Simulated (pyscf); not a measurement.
**Insertion: SbH₃ + germylene (GeH₂) [singlet] -> H₃Ge–SbH₂**

Gas phase, singlet surface, charge 0. Bonds broken: Sb1–H2. Bonds formed: Sb1–Ge5, H2–Ge5. Single points on ωB97X-D3(BJ)/def2-SVP structures (PySCF, gas phase). MP2 and CC: frozen core, UHF for open shells. ΔMP2 is the change of the MP2 total energy from the triple- to the quadruple-zeta basis.

Transition state (Å):

```xyz
7

Sb    -0.3515     1.1633    -0.7638
H      0.2689    -0.6503    -0.1985
H      1.2818     1.3538    -0.2382
H     -0.9145     1.7557     0.7317
Ge    -1.3755    -1.2389    -0.1195
H     -0.8631    -1.7926     1.2431
H     -0.8408    -2.2673    -1.1594
```

One imaginary mode, 427i cm⁻¹; descent along it reached the two sides named, in the forms told below.

| bond | change | reactant side (Å) | saddle | product side |
|---|---|---|---|---|
| Sb1–H2 | breaks | 1.801 | 1.998 | 3.4 |
| Sb1–Ge5 | forms | 2.9 | 2.7 | 2.584 |
| H2–Ge5 | forms | 1.908 | 1.748 | 1.538 |

Electronic energies relative to the separated reactants (kcal/mol):

```tsv
level	barrier	reaction energy	reverse barrier
ωB97X-D3(BJ)/def2-TZVP	-12.1	-58.6	46.5
PBE/def2-TZVP	-13.3	-50.7	37.4
r²SCAN/def2-TZVP	-14.4	-55.1	40.8
B3LYP-D3(BJ)/def2-TZVP	-7.6	-48.9	41.3
PBE0-D3(BJ)/def2-TZVP	-12.9	-54.8	41.9
M06-2X/def2-TZVP	-7.7	-49.9	42.3
ωB97M-D3(BJ)/def2-TZVP	-4.7	-48.1	43.4
HF/def2-TZVP	9.8	-44.6	54.3
MP2/def2-QZVPP	-12.4	-57.8	45.4
CCSD/def2-TZVPP	-4.0	-51.0	47.0
CCSD(T)/def2-TZVPP	-7.0	-52.3	45.3
CCSD(T)/def2-TZVPP + ΔMP2(QZVPP)	-9.1	-52.7	43.6
```

With CCSD(T)/def2-TZVPP + ΔMP2(QZVPP) energies and thermal terms (ideal gas, 1 atm, RRHO with modes under 100 cm⁻¹ raised to 100, one conformer, R ln 2 for chiral ones without a mode under 150 cm⁻¹), in kcal/mol:

```
T (K)   ΔH‡   ΔG‡     ΔH     ΔG
-----  ----  ----  -----  -----
298    -8.2   1.6  -49.5  -39.8
600    -8.0  11.5  -48.9  -30.2
900    -7.4  21.2  -48.0  -21.0
1200   -6.8  30.6  -47.0  -12.1
```

On the reactant side the descent ends in an adduct with a Ge–Sb contact, 13.6 kcal/mol under the separated species and 1.5 kcal/mol under the saddle at ωB97X-D3(BJ)/def2-TZVP. At ωB97X-D3(BJ), PBE, r²SCAN, B3LYP-D3(BJ), PBE0-D3(BJ), M06-2X, ωB97M-D3(BJ), MP2, CCSD, CCSD(T), CCSD(T) the saddle lies under the separated reactants, which points to a path from their complex (located at ωB97X-D3(BJ) alone). What is counted as formed (Ge–Sb) is already present as a longer contact in the reactant adduct; forming that adduct is a step of its own. This is the saddle that the search found; another between the same sides may lie lower. The CCSD(T) − MP2 part came from Ansatz, without density fitting, on the same reference. The frozen core leaves the outer d or s,p core shells of the metals and heavy elements correlated in the MP2 and CC values, and def2-TZVPP describes them poorly, which can shift differences by a few kcal/mol. Elements up to Kr have no core potential and no relativistic terms here. Elements past Kr carry the def2 core potentials, without spin-orbit coupling.
